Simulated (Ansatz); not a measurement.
Mulliken charges of `[I][Al]1[CH2][SiH2][NH]1` from PBE/def2-TZVPP in Ansatz (PBE0-D4/def2-TZVP geometry).

```json
{"atom": "I1", "x (Å)": "0.600", "y (Å)": "-1.648", "z (Å)": "-3.429", "charge (e)": "-0.189"}
{"atom": "Al2", "x (Å)": "0.214", "y (Å)": "-0.591", "z (Å)": "-1.240", "charge (e)": "0.378"}
{"atom": "C3", "x (Å)": "0.925", "y (Å)": "-0.636", "z (Å)": "0.581", "charge (e)": "-0.374"}
{"atom": "Si4", "x (Å)": "-0.405", "y (Å)": "0.659", "z (Å)": "0.907", "charge (e)": "0.340"}
{"atom": "N5", "x (Å)": "-0.973", "y (Å)": "0.633", "z (Å)": "-0.743", "charge (e)": "-0.313"}
{"atom": "H6", "x (Å)": "0.802", "y (Å)": "-1.573", "z (Å)": "1.128", "charge (e)": "0.102"}
{"atom": "H7", "x (Å)": "1.950", "y (Å)": "-0.288", "z (Å)": "0.711", "charge (e)": "0.102"}
{"atom": "H8", "x (Å)": "-1.435", "y (Å)": "0.238", "z (Å)": "1.899", "charge (e)": "-0.083"}
{"atom": "H9", "x (Å)": "0.127", "y (Å)": "1.984", "z (Å)": "1.333", "charge (e)": "-0.083"}
{"atom": "H10", "x (Å)": "-1.721", "y (Å)": "1.172", "z (Å)": "-1.144", "charge (e)": "0.122"}
```

Question: By hand: the dipole of these point charges (1 e Å = 4.8032 D).

Answer: Σ q r = (-0.032, 0.121, 0.283) e Å, of length 0.309 e Å = 1.48 D.

Question: How does the dipole of the full density compare? (An estimate is asked.)

Answer: The calculation gave: (-0.050, 0.055, 0.031) e Å, 0.39 D; the point charges give 3.79 times that, at 47° from its direction.

Point charges leave out the atoms' own dipoles, such as those of lone pairs, and Mulliken's split depends on the basis, so the two needn't agree.
